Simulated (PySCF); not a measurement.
Species: C₅H₁₁SSi (doublet state).
Numbering: `[CH3:1][CH2:2][CH2:3][S:4][Si:5]1[CH2:6][CH2:7]1` (hydrogens: H8, H9, H10 on C1; H11, H12 on C2; H13, H14 on C3; H15, H16 on C6; H17, H18 on C7)

Cartesian coordinates in Å at the GFN2-xTB level; atoms count from 1:
```xyz
18
C5H11SSi angstrom
C     -3.001    0.135    0.239
C     -1.737   -0.694    0.051
C     -0.999   -0.291   -1.215
S      0.467   -1.329   -1.524
Si     1.702   -0.671    0.147
C      3.441   -0.119   -0.335
C      2.469    1.051   -0.053
H     -3.511   -0.159    1.153
H     -2.757    1.194    0.305
H     -3.681   -0.009   -0.597
H     -1.991   -1.754   -0.007
H     -1.070   -0.556    0.909
H     -1.630   -0.433   -2.092
H     -0.679    0.751   -1.173
H      3.783   -0.211   -1.357
H      4.256   -0.217    0.367
H      2.219    1.668   -0.907
H      2.710    1.652    0.812
```

The hyperfine couplings belong to this conformer and change with its torsions.

Method used: PySCF, UKS B3LYP, pcH-1 on C H S Si, non-relativistic, mean-field spin-orbit, GIAO. One conformer (not necessarily the lowest) at the GFN2-xTB geometry, without solvent, vibrations or thermal averaging. Couplings are sensitive to structure, and on GFN2-xTB geometries they can be far from those on DFT ones, by a factor of two or more for some ions and for spin on atoms past the first row. No stability test was run, so a lower SCF solution isn't excluded.

Question: What is the g tensor, term by term?

Answer: 
| Δg (ppt) | 1 | 2 | 3 |
| --- | --- | --- | --- |
| relativistic mass correction | -0.18 | -0.18 | -0.18 |
| gauge correction | 0.01 | 0.07 | 0.04 |
| orbital Zeeman/spin–orbit | -0.10 | 10.58 | 12.21 |
| total | -0.26 | 10.47 | 12.08 |

So g = 2.00206, 2.01279, 2.01440 and g_iso = 2.00975; the tensor is close to axial: the two nearest values differ by 13 % of g3 − g1. 

Question: What are the electron Larmor frequencies g μB B/h along the three axes at 350 mT?

Answer: 9.8074, 9.8600, 9.8679 GHz for g1, g2 and g3, a range of 60.5 MHz.

Question: How much does each term add to the isotropic shift?

Answer: The orbital-Zeeman/spin–orbit term 7.57, the mass correction -0.18 and the gauge correction 0.04 ppt, for a total of 7.43 ppt. The orbital-Zeeman/spin–orbit term is the largest in size. The mass correction is the same along every axis, so the anisotropy comes from the other two: their spans along these axes are 0.06 (gauge) and 12.31 ppt (orbital Zeeman/spin–orbit).

Question: In a frozen sample, at which fields do the three g values resonate at 9.5, 34, 94 and 263 GHz (hyperfine left aside), and which band first spreads them over more than twice a line width of 0.3 mT?

Answer: 
```
band    GHz  B(g3) mT  B(g2) mT  B(g1) mT  spread mT
   X    9.5    336.95    337.22    339.03       2.08
   Q   34.0   1205.93   1206.89   1213.36       7.44
   W   94.0   3334.04   3336.70   3354.59      20.56
   J  263.0   9328.21   9335.67   9385.73      57.52
```

The spread grows in proportion to the frequency. X band is the first where it exceeds 0.6 mT.

Largest spin populations (Mulliken): Si5 (+0.66), S4 (+0.20) and C7 (+0.09). The angles at Si5 add up to 277.8°, so it is pyramidal.

The HOMO–LUMO gaps are 5.63 eV among the α and 3.18 eV among the β orbitals.
